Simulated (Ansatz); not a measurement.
`OB(F)[SiH2]Br` + HCl → `Cl[SiH2]Br` + `OBF`  (cleavage of the Si–B bond)

Program: Ansatz. Geometries: PBE0-D4/def2-TZVP. ΔE: electronic, gas phase. CBS: MP2 limit from def2 TZ/QZ plus the TZ coupled-cluster correction, frozen cores. This one scheme is used for every species. Functionals use def2-TZVPP. For Br outer-core shells are correlated without core-valence functions, which leaves a few kJ/mol of doubt a bond. Scalar relativity is left out up to krypton. Each species was taken in one conformer, which may not be the lowest.

| species | BHLYP-D4 energy (Eh) |
| --- | --- |
| `OB(F)[SiH2]Br` | -3065.54351 |
| HCl | -460.81729 |
| `Cl[SiH2]Br` | -3325.16820 |
| `OBF` | -201.23803 |

**Question.** Work out ΔE.

**Answer.** ΔE = (-3325.16820) + (-201.23803) − (-3065.54351) − (-460.81729) = -0.04543 Eh = -119.3 kJ/mol. CCSD(T)/CBS gives -113.8 kJ/mol.

Largest T1 diagnostic among the species: 0.013.

The D4 term adds +3.6 kJ/mol with B3LYP and +2.1 kJ/mol with PBE0; it sums over pairs of atoms, weighted by their polarisabilities, and B3LYP, whose exchange is more repulsive, gets the larger term. In def2-TZVPP, CCSD(T) changes the Hartree–Fock value by +22.1 kJ/mol (the triples alone add +2.3 kJ/mol) and MP2 by +11.0 kJ/mol.

B3LYP here is the variant with VWN-RPA as its local correlation; programs differ in this.
